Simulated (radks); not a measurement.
Values are calculated unless marked as measured or tabulated.
Q: Valence configurations of Ru II (all share [Kr]). Code: a radial shooting solver on a logarithmic mesh with Libxc functionals. Model: scalar-relativistic Kohn-Sham, BLYP, spin-unpolarised, spherical densities, finite nucleus; Fermi nuclear charge, rms radius 4.4809 fm. Order these by energy: 4d4 5s1 5p2; 4d3 5s2 5p2; 4d6 5s1; 4d5 5s1 5p1; 4d6.5 5p0.5; 4d4 5p3; 4d6 5p1; 4d7; 4d5 5s2.

A: From the lowest, in eV above it: 4d7 0.000; 4d6 5s1 2.622; 4d6.5 5p0.5 3.410; 4d5 5s2 6.965; 4d6 5p1 7.465; 4d5 5s1 5p1 12.237; 4d4 5s1 5p2 24.823; 4d4 5p3 30.828; 4d3 5s2 5p2 34.099. NIST lists [Kr] 4d7 as the ground configuration; this level of theory agrees among the configurations tried. The energies are those of spherical spin-averaged densities, not of single terms.
